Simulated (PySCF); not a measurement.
Gas-phase reaction: SnH3Cl + 5 Cl → SnCl3 + 3 HCl

Energies from PySCF (xtb for GFN2), thermal terms from the rigid-rotor harmonic-oscillator model, ideal gas at 1 bar. † marks an energy on the PBE0/def2-TZVP geometry and frequencies; other levels use their own. MP2 freezes the core. Open shells (unrestricted): Cl (multiplicity 2, electronic degeneracy 6), SnCl3 (multiplicity 2); the rest are closed-shell singlets. GFN2 has no spin-polarisation term. Spin-orbit splitting is ignored; it lowers the true energy and changes the entropy of Cl. Sn: scalar-relativistic def2 core potential, no spin-orbit coupling. SnH3Cl, SnCl3: computed as isolated molecules; such fragments, hydroxides, amides, oligomers or adducts are transient or little studied in the gas. MP2 isn't extrapolated to the basis-set limit; its ΔH°(298 K) is -1055.6 kJ in def2-SVP and -1165.8 kJ in def2-TZVPP. The harmonic model lacks anharmonicity and excited electronic states, which grow with temperature; levels with a mode under 35 cm⁻¹ are left out. Soft modes under 120 cm⁻¹ make the harmonic entropy rough for SnCl3.

```json
[
 {"level": "GFN2-xTB", "ΔE electronic, kJ": "-1171", "ΔH°(298 K), kJ": "-1167", "ΔS°(298 K), J/K": "-195", "ΔG°(2500 K), kJ": "-633"},
 {"level": "HF/def2-TZVP†", "ΔE electronic, kJ": "-780", "ΔH°(298 K), kJ": "-773", "ΔS°(298 K), J/K": "-206", "ΔG°(2500 K), kJ": "-216"},
 {"level": "MP2/def2-SVP†", "ΔE electronic, kJ": "-1062", "ΔH°(298 K), kJ": "-1056", "ΔS°(298 K), J/K": "-206", "ΔG°(2500 K), kJ": "-498"},
 {"level": "MP2/def2-TZVPP†", "ΔE electronic, kJ": "-1172", "ΔH°(298 K), kJ": "-1166", "ΔS°(298 K), J/K": "-206", "ΔG°(2500 K), kJ": "-608"},
 {"level": "PBE0/def2-SVP†", "ΔE electronic, kJ": "-1122", "ΔH°(298 K), kJ": "-1116", "ΔS°(298 K), J/K": "-206", "ΔG°(2500 K), kJ": "-558"},
 {"level": "r2SCAN/def2-TZVP†", "ΔE electronic, kJ": "-1169", "ΔH°(298 K), kJ": "-1162", "ΔS°(298 K), J/K": "-206", "ΔG°(2500 K), kJ": "-605"}
]
```
ΔH° is lowest at GFN2-xTB and highest at HF/def2-TZVP†. No reference value is set beside these.
